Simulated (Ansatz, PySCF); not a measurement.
Si(H)(OH)2(SMe) (CH₆O₂SSi), SMILES CS[SiH](O)O.

Geometry optimised at B3LYP-D3(BJ)/def2-SVP. The structure was generated by enumeration, and PubChem lists no compound with its InChIKey, so it may never have been made. The values are those of a single conformer.

Vertical ionisation energy (IE) and electron affinity (EA) in eV. Rows of orbital energies are one-electron estimates. Where ΔSCF, EOM or ADC give a negative EA the extra electron is unbound and the value depends on the basis.

```csv
level,IE,EA
"−ε(HOMO), −ε(LUMO), PBE0/def2-TZVP (PySCF)",7.00,-0.17
"−ε(HOMO), −ε(LUMO), PBE/def2-TZVP (PySCF)",5.76,0.75
"ΔSCF, PBE0/def2-SVPD (Ansatz), final states of multiplicity 2 and 2",9.23,-1.17
"ΔSCF, PBE/def2-SVPD (Ansatz), final states of multiplicity 2 and 2",…,…
```

Problem. Some entries are withheld; supply them. (An estimate is asked for; the answer gives what the named calculation found.)

Solution. 
- ΔSCF, PBE/def2-SVPD (Ansatz, an electronic-structure program), final states of multiplicity 2 and 2, IE: 9.08
- ΔSCF, PBE/def2-SVPD (Ansatz), final states of multiplicity 2 and 2, EA: -0.95

Problem. What vertical singlet–triplet gap does ΔSCF give with PBE0/def2-SVPD (Ansatz) and with PBE/def2-SVPD (Ansatz)? (Estimate from the structure and the level; the computed values follow.)

Solution. 5.32 and 5.08 eV (triplet above singlet where positive).
